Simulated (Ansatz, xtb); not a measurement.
**Two isomers of C7H5O+**

Structure a: `C#Cc1cc[o+]cc1`, a singlet. Structure b: `C#Cc1cccc[o+]1`, a singlet. Both are isolated ions in the gas phase, relaxed with PBE-D3(BJ)/def2-SVP.

Quicker runs give these differences E(b) − E(a): GFN2-xTB +1.03 kcal/mol; HF/STO-3G +0.13 kcal/mol (at GFN2-xTB geometries); r2SCAN-D4/def2-SVP +1.26 kcal/mol (at GFN2-xTB geometries).

Question: Estimate E(b) − E(a) at the level CCSD(T)/def2-SVP + ΔMP2/def2-TZVPP.

Answer: Calculated at CCSD(T)/def2-SVP + ΔMP2/def2-TZVPP: E(b) − E(a) = +1.07 kcal/mol, so structure a lies lower.

Level by level:

```tsv
level	geometry	E(b) − E(a) (kcal/mol)	departure from the last row (kcal/mol)	job, with rough time for the two
GFN2-xTB	GFN2-xTB	+1.03	−0.05	optimisation, 0.14 s
HF/STO-3G	GFN2-xTB	+0.13	−0.94	single point, 0.36 s
r2SCAN-D4/def2-SVP	GFN2-xTB	+1.26	+0.18	single point, 3.9 s
PBE-D3(BJ)/def2-SVP	PBE-D3(BJ)/def2-SVP	+1.00	−0.07	optimisation, 19 s
HF/def2-SVP	PBE-D3(BJ)/def2-SVP	+2.04	+0.97	part of the CCSD(T) run
MP2/def2-SVP	PBE-D3(BJ)/def2-SVP	+0.86	−0.21	part of the CCSD(T) run
CCSD(T)/def2-SVP	PBE-D3(BJ)/def2-SVP	+1.31	+0.24	single point
CCSD(T)/def2-SVP + ΔMP2/def2-TZVPP	PBE-D3(BJ)/def2-SVP	+1.07		single point, 74 s
```

As drawn, both hold the same kinds of bond in the same numbers.

HF/STO-3G finds them nearly level. The largest departure from CCSD(T)/def2-SVP + ΔMP2/def2-TZVPP is that of HF/def2-SVP, 0.97 kcal/mol. The last row adds to CCSD(T) the change of the MP2 difference between the two basis sets, here −0.24 kcal/mol.

With thermal terms from frequencies at re-optimised GFN2-xTB minima (ideal gas, soft modes damped towards free rotors, one conformer each, 298.15 K, 1 atm): the zero-point term adds −0.01 kcal/mol; ΔH is +1.06 and ΔG +0.68 kcal/mol.

The correlated steps freeze 8 core orbitals. Programs: Ansatz 0.2.0, xtb 6.7.1; the last row on 4 threads of Arm Neoverse V1 on a shared host.
